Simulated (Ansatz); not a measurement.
A made-up structure of BSiH3SO, closed shell:

```tsv
atom	x (Å)	y (Å)	z (Å)
O1	-1.0547	1.4891	-0.9986
B2	-0.5251	0.3643	-0.4932
Si3	0.6595	-0.6884	0.6218
S4	-0.8547	-1.3703	-0.7814
H5	-1.7687	-2.3679	-0.6437
H6	0.3863	-1.0319	2.0389
H7	2.0499	-1.0512	0.2531
```

It is relaxed with PBE-D4/def2-SVP and then PBE0-D4/def2-TZVP (Ansatz 0.2.0). Atoms count as bonded within 1.22 times the sum of their covalent radii (H–H: 0.88 Å). The end point is not checked to be a true minimum.

Q: Does its bonding change? (Judge from chemistry; the calculation decides.)

A: Computed: Yes. Formed: none; broken: B2–S4.

Where it ends: The first stage lowers the energy by 2.47 eV in 11 steps. It ends as BSiH₃SO ([O][B][SiH2][SH]):
```json
{"atom": "O1", "x (Å)": "-0.8763", "y (Å)": "1.9046", "z (Å)": "-0.6515"}
{"atom": "B2", "x (Å)": "-0.3885", "y (Å)": "0.8705", "z (Å)": "-0.2822"}
{"atom": "Si3", "x (Å)": "0.3767", "y (Å)": "-0.8665", "z (Å)": "0.3263"}
{"atom": "S4", "x (Å)": "-0.4582", "y (Å)": "-2.4743", "z (Å)": "-0.7960"}
{"atom": "H5", "x (Å)": "-1.7246", "y (Å)": "-2.2239", "z (Å)": "-0.4208"}
{"atom": "H6", "x (Å)": "0.1348", "y (Å)": "-0.9882", "z (Å)": "1.7844"}
{"atom": "H7", "x (Å)": "1.8285", "y (Å)": "-0.8785", "z (Å)": "0.0367"}
```

Labels in which every atom is bracketed show which atoms are joined, not bond orders.

For scale, one of the runs: PBE0-D4/def2-TZVP relaxation, 154 basis functions, launched by `ansatz run in.yaml --threads 2 --pin off --events-out ev --progress --plain --max-ram 4352MiB`. Hardware: 2 CPU threads of an Arm Neoverse V2, shared host. Wall time about 61 s.
